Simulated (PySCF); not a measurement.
**CoI₂: one-bond stretch**

All numbers come from PySCF, UB3LYP, basis Co def2-SVP, I def2-SVP with ECP28 (scalar-relativistic core potentials, no spin–orbit coupling, density fitting).

Rigid scan from the quartet minimum (Co–I 2.443 Å (×2); I–Co–I 180.0°). Coordinate: the bond from Co to the last atom (I) scaled, the rest fixed. Energies in kJ/mol from the minimum.

(1) Predict the curve at 0.92, 0.96, 1.00, 1.05, 1.12, 1.20, 1.35, 1.55, 1.80, 2.20.

Results:

(1) 
| scale of one bond | E (kJ/mol) | dipole size (D) | ⟨S²⟩ |
| --- | --- | --- | --- |
| 0.92 | 25.0 | 1.01 | 3.76 |
| 0.96 | 5.5 | 0.51 | 3.76 |
| 1.00 | 0.0 | 0.00 | 3.76 |
| 1.05 | 6.4 | 0.64 | 3.76 |
| 1.12 | 30.0 | 1.53 | 3.76 |
| 1.20 | 67.2 | 2.48 | 3.76 |
| 1.35 | 143.0 | 4.02 | 3.76 |
| 1.55 | 230.6 | – | 3.77 |
| 1.80 | 279.7 | – | 3.76 |
| 2.20 | 307.3 | – | 3.77 |

Other spin states or occupations of the open shell can lie lower. Spin–orbit coupling, left out here, can matter for elements this heavy.
